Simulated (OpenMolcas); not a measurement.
Re6+ among 2 point charges of -2 e arranged as a linear pair (D∞h).

```yaml
Program: OpenMolcas 26.06
Method: CASSCF
Basis: ANO-RCC-VDZP [7s6p4d2f1g]
Scalar_Hamiltonian: DKH2, point nucleus
Active_space: 1 electron in 5 orbitals (5d)
State_averaging: 2S+1 = 2 even, 5 roots
Spin-orbit_coupling: state interaction with AMFI integrals over the reference wave functions
```

All point charges move together. At R = 1.64 Å the first state of the same spin is 23341 cm-1, and at R = 1.95 Å it is 15069 cm-1.

A third run gives 18009 cm-1. What distance was it run at?

With a power law R^-n the two known points give n = -ln(15069 / 23341) / ln(1.95 / 1.64) = 2.53. Then R = 1.64 × (23341 / 18009)^(1/2.53) = 1.817 Å. The run was at 1.82 Å, so the estimate is off by -0.003 Å.

Point charges carry no covalency, so the field is a model and not that of real ligands. No measured value stands beside these numbers.
